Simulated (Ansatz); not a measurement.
Reaction (isomerisation): `CBO[SiH2][SiH3]` → `[SiH3]BOC[SiH3]`

Calculated with Ansatz (gas phase, PBE0-D4/def2-TZVP geometries, no zero-point term in ΔE). CCSD(T)/CBS adds triple-zeta CCSD(T) − MP2 to the extrapolated MP2 energy (def2 sets, frozen cores). DFT in def2-TZVPP. One conformer a species, not always the lowest.

(1) Is it downhill or uphill in electronic energy at CCSD(T)/CBS, and by how much? (Estimate.)

(2) What do these levels give: PBE-D4, PBE0-D4, PBE, r2SCAN, PBE0, HF/def2-TZVPP, SCS-MP2/def2-TZVPP, CCSD(T)/def2-TZVPP, HF/def2-QZVPP, SCS-MP2/def2-QZVPP, HF/CBS(def2), CCSD/CBS(def2)? (Estimate.)

Largest T1 diagnostic among the species: 0.015.

## Answers

(1) Ansatz gave: Uphill: ΔE = +52.5 kcal/mol.

(2) Computed: PBE-D4 49.1, PBE0-D4 51.3, PBE 48.7, r2SCAN 52.6, PBE0 51.0, HF/def2-TZVPP 55.4, SCS-MP2/def2-TZVPP 52.5, CCSD(T)/def2-TZVPP 51.5, HF/def2-QZVPP 55.6, SCS-MP2/def2-QZVPP 53.3, HF/CBS(def2) 55.7, CCSD/CBS(def2) 53.3 kcal/mol.

In def2-TZVPP, CCSD(T) changes the Hartree–Fock value by −3.9 kcal/mol (the triples alone add −0.8 kcal/mol) and MP2 by −1.7 kcal/mol. From PBE to PBE0 (25 % exact exchange), in def2-TZVPP and without D4, ΔE moves by +2.2 kcal/mol.
